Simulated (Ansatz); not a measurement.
System: sum formula SnOBr, charge 0, multiplicity 2. It need not be the lowest isomer of its formula. SMILES: [Sn](=[O])[Br]
Geometry: optimised at B3LYP-D3(BJ)/def2-TZVP (Ansatz, a first-principles code).

Quantity: vertical ionisation energy (to the triplet state of charge +1; each state is the SCF solution reached for its spin; the UHF <S^2> is 2.10 for the triplet (pure: 2.00)), in eV. Cores are frozen in the correlated levels unless marked. Open shells are spin-unrestricted. No spin-orbit coupling. The frozen core is the preceding noble-gas configuration, with the filled d and f shells of earlier blocks. Past Kr the def2 sets carry scalar-relativistic core potentials. CBS marks a two-point X^-3 extrapolation of the correlation energy; Hartree-Fock from the larger set. [CCSD(T)-MP2]/basis is that difference in the basis named.

| level | program | vertical ionisation energy (eV) |
|---|---|---|
| HF/def2-SVPD | Ansatz | 9.38 |
| HF/def2-TZVPPD | Ansatz | 9.30 |
| HF/def2-QZVPPD | Ansatz | 9.29 |
| SVWN5/def2-TZVPD | Ansatz | 9.97 |

**Question.** What does RI-MP2/CBS(def2-TZVPPD,def2-QZVPPD)+[CCSD(T)-MP2]/def2-TZVPPD (Ansatz) give?

**Answer.** 10.03 eV, so SVWN5/def2-TZVPD differs from it by -0.06 eV.
